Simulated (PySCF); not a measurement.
All of these have the formula C4H7ClSSi. Theory: PySCF, TDDFT CAM-B3LYP/def2-SVPD, vertical, gas phase, core orbitals frozen in the response. Geometries: GFN2-xTB; one conformer of each isolated species. Triplets are in the Tamm–Dancoff approximation.

**Question.** Rank by computed lowest triplet energy, highest first.
A. `[SiH3]CCC(Cl)=C=S`
B. `C=C(Cl)[SiH2][C@H]1CS1`
C. `CSCC#C[SiH2]Cl`
D. `S=C1C[SiH2][C@H](Cl)C1`
E. `[Si](C)(C=C=S)(Cl)C`

**Answer.** C (4.56 eV), B (4.06 eV), E (2.39 eV), D (2.05 eV), A (1.51 eV).

```tsv
SMILES	T1 (eV)	LUMO (eV)	S1 (eV)	f (S1)	HOMO (eV)	S1 mainly
CSCC#C[SiH2]Cl	4.56	0.33	5.12	0.011	-8.02	H→L+1 (61%)
C=C(Cl)[SiH2][C@H]1CS1	4.06	0.23	4.76	0.003	-7.96	H→L+1 (60%)
C[Si](C)(Cl)C=C=S	2.39	-1.10	2.68	0.000	-7.93	H→L (99%)
S=C1C[SiH2][C@H](Cl)C1	2.05	-1.05	2.50	0.000	-7.73	H→L (97%)
[SiH3]CCC(Cl)=C=S	1.51	-1.73	1.87	0.000	-7.67	H→L (99%)
```

H and L stand for HOMO and LUMO.
